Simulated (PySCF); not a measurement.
**SnCl at PBE**

Level: PBE. basis Sn cc-pVDZ-PP with ECP28, Cl cc-pV(D+d)Z; scalar-relativistic core potentials; PySCF 2.14.

```json
{
  "state": "²Π (doublet), unpaired electrons π ↑",
  "bond length": "2.419 Å",
  "harmonic wavenumber": "333 cm⁻¹",
  "force constant": "1.77 mdyn/Å",
  "rotational constant Be": "0.1064 cm⁻¹",
  "anharmonicity ωexe": "1.02 cm⁻¹",
  "vibration–rotation constant αe": "0.000459 cm⁻¹",
  "well depth De to Sn + Cl": "4.01 eV",
  "dissociation energy D0": "3.99 eV",
  "bond order (Mayer)": "1.10",
  "dipole moment (positive dipole means Sn(−)Cl(+))": "-2.72 D"
}
```

These are scalar-relativistic numbers at best; spin–orbit coupling would shift them, the dissociation energy most. The state is the lowest determinant that a PBE0 search found; another state may lie lower at other levels.
